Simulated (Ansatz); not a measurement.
Correlation energies of `CC[SiH](O)O` by basis set

```xyz
13

C     0.902    1.329    0.833
C     0.653   -0.164    0.629
Si   -0.865   -0.538   -0.377
O    -1.143   -2.153   -0.535
O    -0.615    0.198   -1.830
H     1.039    1.838   -0.123
H     0.060    1.807    1.340
H     1.793    1.509    1.439
H     0.551   -0.675    1.593
H     1.515   -0.627    0.132
H    -2.112   -0.036    0.254
H    -0.437   -2.690   -0.900
H    -1.342    0.201   -2.454
```

Total charge 0; spin multiplicity 1. The structure was optimised at the PBE0-D4/def2-TZVP level. It is one conformer, not always the lowest. Frozen core, restricted reference, Ansatz 0.2.0. CBS rows extrapolate triple and quadruple zeta; past MP2 they add the triple-zeta difference.

```
     basis     HF (Eh)  MP2 corr.
  def2-SVP  -518.88840   -0.76062
def2-TZVPP  -519.28347   -0.95929
def2-QZVPP  -519.30419   -1.03098
```

Task: Estimate the CCSD correlation energy and the (T) correction in each basis where they were run (hartree).

Result: 
```csv
basis,CCSD corr.,(T)
def2-SVP,-0.81081,-0.01922
def2-TZVPP,-0.99886,-0.03578
CBS(def2),-1.12366,as TZ
```
